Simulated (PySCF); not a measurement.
## Electric field gradients and quadrupole coupling constants

Species: C7H13OPSi.
Atom-mapped SMILES: `[CH3:1][O:2][c:3]1[cH:4][cH:5][cH:6][p:7]1[SiH:8]([CH3:9])[CH3:10]` (hydrogens: H11, H12, H13 on C1; H14 on C4; H15 on C5; H16 on C6; H17 on Si8; H18, H19, H20 on C9; H21, H22, H23 on C10)

Structure used (GFN2-xTB), in Å, numbered top down from 1:
```xyz
23
C7H13OPSi angstrom
C      2.861   -1.420    1.014
O      1.608   -0.807    1.209
C      1.338    0.280    0.438
C      2.081    0.856   -0.540
C      1.431    1.985   -1.127
C      0.213    2.263   -0.611
P     -0.186    1.185    0.760
Si    -1.546   -0.259   -0.331
C     -3.198    0.662   -0.558
C     -1.731   -1.763    0.820
H      2.914   -2.238    1.731
H      3.678   -0.715    1.198
H      2.952   -1.816   -0.003
H      3.045    0.512   -0.876
H      1.886    2.543   -1.930
H     -0.417    3.083   -0.907
H     -1.022   -0.676   -1.647
H     -3.091    1.498   -1.242
H     -3.961    0.002   -0.957
H     -3.558    1.054    0.389
H     -2.266   -1.494    1.727
H     -0.758   -2.143    1.116
H     -2.277   -2.568    0.339
```

Field gradients from the PBE0/pcSseg-1 density (PySCF, non-relativistic), principal values in atomic units, ordered |Vxx| ≤ |Vyy| ≤ |Vzz|:

```
atom      Vxx      Vyy     Vzz
  O2  -0.2730  -1.6370  1.9100
```

Q: Find the asymmetry η = (Vxx − Vyy)/Vzz and the couplings χ = eQV/h (234.96 MHz × Q in barn × V in au), with Q(17O) = −0.0256 b.

A: 
```csv
atom,environment,nucleus,η,χzz (MHz),χxx (MHz),χyy (MHz)
O2,oxygen bonded to 2 C,17O,0.71,-11.49,1.64,9.85
```

The tensor is traceless: Vxx + Vyy + Vzz = 0.

Q: What is Vzz at O2 in SI units (1 au = 9.71736 × 10²¹ V/m²)?

A: 1.9100 au = 18.560 × 10²¹ V/m².

Q: And the gradient at the other heavy atoms, for which no coupling is worked out here?

A: 
| atom | environment | Vzz (au) | η |
| --- | --- | --- | --- |
| C1 | methoxy carbon | 0.427 | 0.06 |
| C3 | unsaturated ring carbon | -0.312 | 0.21 |
| C4 | unsaturated ring CH carbon | 0.138 | 0.12 |
| C5 | unsaturated ring CH carbon | 0.294 | 0.28 |
| C6 | unsaturated ring CH carbon | -0.172 | 0.81 |
| P7 | ring phosphorus | -0.976 | 0.69 |
| Si8 | SiH silicon | 0.408 | 0.09 |
| C9 | Si-methyl carbon | -0.038 | 0.20 |
| C10 | Si-methyl carbon | -0.032 | 0.60 |

Were the hydrogens deuterons (Q(2H) = 0.00286 b), χzz would run from 104 kHz (H17) to 231 kHz (H16).

One conformer (not necessarily the lowest) at the GFN2-xTB geometry, without solvent, vibrations or thermal averaging. GFN2-xTB bond lengths can be off by several hundredths of an ångström, more for odd bonds, and the gradients follow them. The small basis limits the accuracy of the gradients.
